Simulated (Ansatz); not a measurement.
Ansatz (an electronic-structure program) input:

Ansatz 0.2 input:
```yaml
crystal:
  periodic: [false, false, false]
  atoms:
    - {symbol: Te, position_ang: [0.02567394, -0.01476549, 0.31479981]}
    - {symbol: F, position_ang: [0.61677838, 1.22310707, -0.91040454]}
    - {symbol: F, position_ang: [-0.76511670, -1.13779537, -0.90843879]}
basis:
  gaussian:
    orbitals: def2-TZVPP
hamiltonian:
  xc: pbe
total_charge: 1
magnetization: {spin_polarized: true, initial_magnetization: 1}
correlation: {method: rpa, electrons: outside_noble_gas}
```

Task: What final total energy does it print?

Result: -466.53769 Eh (RPA@PBE/def2-TZVPP). The basis has 112 functions.
